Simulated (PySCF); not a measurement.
## Excitation energy of B by level of theory

B [He] 2s2 2p1 (2P) → B [He] 2s2 3d1 (2D), as a difference of total energies. Computed with PySCF 2.14 in aug-cc-pwCVTZ, with no relativity, point nucleus. Correlated levels: valence: 1s2 frozen. The calculations carry no spin-orbit coupling.

| method | excitation energy (cm⁻¹) | error (cm⁻¹) |
| --- | --- | --- |
| UHF | 63914 | +9156 |
| MP2 (valence) | 64217 | +9459 |
| SCS-MP2 (valence) | 64122 | +9364 |
| CCSD (valence) | 66023 | +11265 |
| CCSD(T) (valence) | 65384 | +10626 |

Reference: 54758 cm⁻¹ (measured; NIST levels, between the centres of gravity of the two terms).

Errors of the correlated levels include the incompleteness of this basis and the frozen core.

The promoted electron is Rydberg-like, and one or two diffuse shells describe it only roughly, which tends to raise the upper state.

The coupled-cluster amplitudes are large for the upper state (T1 above 0.03 or a double amplitude above 0.15), so a single reference is strained.
